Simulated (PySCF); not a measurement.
ClH3InNO, SMILES [OH][In]([NH2])[Cl].

The structure is a stationary point at PBE-D3(BJ)/def2-SVP. The def2 effective core potentials stand for the cores of In; spin–orbit coupling is left out. Other conformers were not sampled.

Computed with PySCF with IEF-PCM-PBE0/def2-SVP.

The values are the electrostatic part of the solvation free energy, E(continuum) − E(gas) at the gas-phase geometry, in a cavity of scaled van der Waals radii (PySCF's table); cavitation and dispersion terms are not included. A continuum can't describe solvent molecules that bind to the metal. In vacuum the orbital gap is 5.88 eV. The dipole moment in vacuum is 2.01 D.

Problem. Estimate the values in water (ε = 78.36), ethanol (ε = 24.85), chlorobenzene (ε = 5.70). (An estimate is asked for; the answer gives what the named calculation found.)

Solution. 
```csv
solvent,ε,ΔG(elec) (kcal/mol),dipole (D),gap (eV)
water,78.36,-11.5,2.55,5.95
ethanol,24.85,-11.0,2.53,5.94
chlorobenzene,5.70,-8.7,2.42,5.92
```
